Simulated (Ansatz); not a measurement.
FGeH5SSi, SMILES `F[SiH](S)[GeH3]` at its PBE0-D4/def2-TZVP geometry, where that method's forces vanish. The species carries charge 0 and has multiplicity 1.

```xyz
9

F     1.0164    1.2645   -1.5606
Si    0.9855    0.4356   -0.1882
S     1.9095   -1.4637   -0.4016
Ge   -1.2816    0.2100    0.4887
H     1.8444    1.1547    0.7827
H     0.8674   -2.0293   -1.0349
H    -1.9883   -0.7865   -0.4459
H    -2.0232    1.5545    0.4377
H    -1.3301   -0.3399    1.9223
```

Question: What forces (eV/Å) does PBE-D4/def2-TZVPP give on these atoms in Ansatz? (Estimate.)

Answer: Ansatz gave: 
```
F1   0.008  0.347 -0.547
Si2 -0.134 -0.192  0.384
S3   0.325 -0.120  0.112
Ge4  0.064  0.015 -0.010
H5   0.111  0.070  0.127
H6  -0.201 -0.102 -0.115
H7  -0.072 -0.094 -0.085
H8  -0.085  0.128 -0.002
H9  -0.016 -0.053  0.137
```
